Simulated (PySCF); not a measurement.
How the method moves the HOMO and LUMO of `CCP(=O)(CC)CC`

Compound: C₆H₁₅OP.
Cartesian coordinates in Å at the PBE0-D3(BJ)/def2-SVP level; atoms count from 1:
```xyz
23
C6H15OP angstrom
C      2.5978    0.6052    0.4574
C      1.6627   -0.1193   -0.5014
P      0.0508   -0.4848    0.2769
O      0.1797   -1.2440    1.5663
C     -0.8934   -1.3881   -1.0002
C     -2.2977   -1.7384   -0.5270
C     -0.7942    1.1217    0.5022
C     -1.0011    1.9806   -0.7356
H      2.6331    0.0746    1.4204
H      2.2624    1.6356    0.6531
H      3.6193    0.6612    0.0536
H      1.5137    0.4363   -1.4418
H      2.0780   -1.1037   -0.7743
H     -0.8991   -0.8171   -1.9432
H     -0.3102   -2.3056   -1.1841
H     -2.9390   -0.8464   -0.4538
H     -2.7877   -2.4412   -1.2169
H     -2.2545   -2.2057    0.4681
H     -0.2058    1.6491    1.2709
H     -1.7511    0.8730    0.9899
H     -1.5166    2.9192   -0.4821
H     -0.0461    2.2533   -1.2106
H     -1.6139    1.4678   -1.4929
```

Basis pcSseg-1 throughout (PySCF), one geometry. The structure is a single PBE0-D3(BJ)/def2-SVP conformer in the gas phase; no vibrational or solvent corrections.

Question: How do the orbital energies, the gap and the dipole change with the method?

Answer: 
```tsv
method	kind	HOMO (eV)	LUMO (eV)	gap (eV)	μ (D)	SCF cycles
PBE	GGA	-5.71	0.03	5.75	3.93	15
BP86	GGA	-5.83	0.10	5.92	3.97	16
B3LYP	global hybrid	-6.91	0.54	7.46	4.15	13
mPW1PW91	global hybrid	-7.21	0.88	8.09	4.21	13
CAM-B3LYP	range-separated hybrid	-8.55	1.69	10.25	4.25	12
HF	Hartree–Fock	-10.73	3.71	14.44	4.68	9
```

The HOMO spans 5.02 eV, from PBE down to HF, and the gap runs from 5.75 eV (PBE) to 14.44 eV (HF). Over the methods PBE (0 %), BP86 (0 %), B3LYP (20 %), mPW1PW91 (25 %), HF (100 %), a straight line through the gap against the share of exact exchange rises by 0.86 eV for each 10 % (correlation coefficient 1.000). The dipole ranges from 3.93 D (PBE) to 4.68 D (HF). This basis has no diffuse functions.
